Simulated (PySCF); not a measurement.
A structure optimised at B3LYP-D3(BJ)/def2-SVP, used in a PySCF frequency run:

```
Ge
H 1 1.5398
H 1 1.5398 2 112.04
S 1 2.2438 2 112.22 3 -116.97
H 4 1.3534 1 94.17 2 -60.42
S 1 2.2438 2 104.32 3 121.63
H 6 1.3534 1 94.17 2 178.07
```

**Question.** Write its SMILES, formula and point group.

**Answer.** [SH][GeH2][SH], GeH₄S₂, C2

**Question.** What are its rotational constants (standard atomic weights)?

**Answer.** 7.5094, 2.1758, 1.7545 GHz
